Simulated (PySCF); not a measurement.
Correlation energy of Pb²⁺ (lead, charge +2)

[Xe] 4f14 5d10 6s1 6p1, high-spin 3P determinant (an excited configuration). Calculation: PySCF 2.14, in x2c-TZVPPall with one added diffuse shell each of s, p, d, f type (12s8p7d4f, 99 functions); scalar relativity by spin-free X2C-1e. Frozen: [Kr] 4d10 4f14; 20 electrons correlated.

```tsv
level	correlation energy (mhartree)
CCSD	-381.70
(T)	-6.08
CCSD(T)	-387.78
```

Diagnostics: T1 = 0.0066, D1 = 0.0245, largest double amplitude 0.027.

Is a single reference adequate?

Yes, within this model without spin-orbit coupling: T1 lies below 0.03 and no double amplitude reaches 0.07.

This basis was not built for core-valence correlation, so the inner-shell part is incomplete.
